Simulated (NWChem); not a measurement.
Isomers of C4H6Si, each optimised at PBE0/def2-SVP with NWChem, gas phase unless a solvent is named. Flexible species stand in one conformer each, which need not be the lowest.  Relative energies count from the lowest isomer at each level and are electronic, without zero-point energy, on those geometries.

A: C1=C[SiH2]C=C1
B: C(#C)[SiH2]C=C
C: C(=C\C#C)/[SiH3]
D: C=CC#C[SiH3]

Problem. Which isomer is lowest, and do the levels agree? Levels: PBE0/def2-SVP; PBE/def2-SVP; B3LYP/def2-SVP; TPSSh/def2-SVP; M06-2X/def2-SVP; PBE0/def2-SVP; BLYP/def2-SVP.

Solution. All put A lowest.
```
quantity                                       A     B     C     D
-------------------------------------------  ---  ----  ----  ----
relative energy, PBE0/def2-SVP (kcal/mol)    0.0  35.2  40.2  30.8
relative energy, PBE/def2-SVP (kcal/mol)     0.0  33.8  37.4  28.2
relative energy, B3LYP/def2-SVP (kcal/mol)   0.0  28.3  33.4  23.5
relative energy, TPSSh/def2-SVP (kcal/mol)   0.0  31.3  36.0  25.7
relative energy, M06-2X/def2-SVP (kcal/mol)  0.0  29.3  36.1  27.5
relative energy, PBE0/def2-SVP (kcal/mol)    0.0  35.2  40.2  30.8
relative energy, BLYP/def2-SVP (kcal/mol)    0.0  25.9  30.1  20.3
```
